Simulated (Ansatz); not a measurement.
Al₄ (the lowest singlet isomer of a short search) was relaxed with r2SCAN-D4 (def2-TZVP) in Ansatz in these states: neutral quintet, neutral triplet. The geometries follow in no particular order.

A:

```xyz
4

Al   -0.3749    1.4424    0.0006
Al    1.8677    0.2198   -0.5396
Al   -0.3497   -1.0980   -0.9452
Al   -1.1430   -0.5642    1.4842
```

B:

```xyz
4

Al    0.080    0.127   -1.403
Al   -0.147    2.101    0.182
Al   -0.079   -0.127    1.404
Al    0.147   -2.101   -0.182
```

Question: Judge from the bond lengths which geometry belongs to which state (an estimate).

Answer: A is the neutral quintet (Al1–Al3 2.711 Å, Al2–Al3 2.611 Å, Al1–Al4 2.611 Å); B is the neutral triplet (Al1–Al3 2.823 Å, Al2–Al3 2.542 Å, Al1–Al4 2.542 Å).

At PBE0-D4/def2-TZVP a triplet lies 0.15 eV below the neutral quintet. These are the stationary points nearest to one start from a short search; other shapes may lie lower in each state.
